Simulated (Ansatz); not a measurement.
This geometry of AlH₄NO₂ (8 atoms, charge 0, multiplicity 1) is a first-order saddle point.

Level of theory: RKS B3LYP-D4/def2-SVPD (Ansatz).

```xyz
8
Properties=species:S:1:pos:R:3
N -0.441 1.296 0.189
Al 0.096 -0.366 -0.119
O 1.694 -0.724 -0.618
O -1.001 -1.661 0.004
H 0.127 2.130 0.114
H -1.390 1.537 0.449
H 2.401 -0.098 -0.785
H -1.393 -2.171 0.710
```

**Question.** Which two structures does it join? (They come from a converged band through this point; their orientation in space is the band's.)

**Answer.** No bond is made or broken. The height of N1 over the plane of its neighbours goes from 0.00 to 0.00 Å.

Initial state:

```xyz
8
Properties=species:S:1:pos:R:3
N -0.466 1.384 0.161
Al 0.031 -0.307 -0.018
O 1.599 -0.797 -0.510
O -1.140 -1.504 0.325
H 0.116 2.194 -0.007
H -1.393 1.666 0.453
H 2.348 -0.241 -0.728
H -1.002 -2.451 0.269
```

Final state:

```xyz
8
Properties=species:S:1:pos:R:3
N -0.478 1.237 0.162
Al 0.168 -0.404 -0.062
O 1.774 -0.705 -0.565
O -0.768 -1.810 0.207
H 0.042 2.091 0.005
H -1.420 1.453 0.465
H 2.457 -0.060 -0.753
H -1.683 -1.858 0.484
```

**Question.** How far does it lie above each of them?

**Answer.** 0.118 eV above the first and 0.056 eV above the second. This is the barrier of this one path; another mechanism may lie lower.

Run time: 3.2 min on 2 threads of Intel(R) Xeon(R) Platinum 8259CL CPU @ 2.50GHz (Skylake/Cascade Lake), on a shared host, peak memory 0.29 GiB.
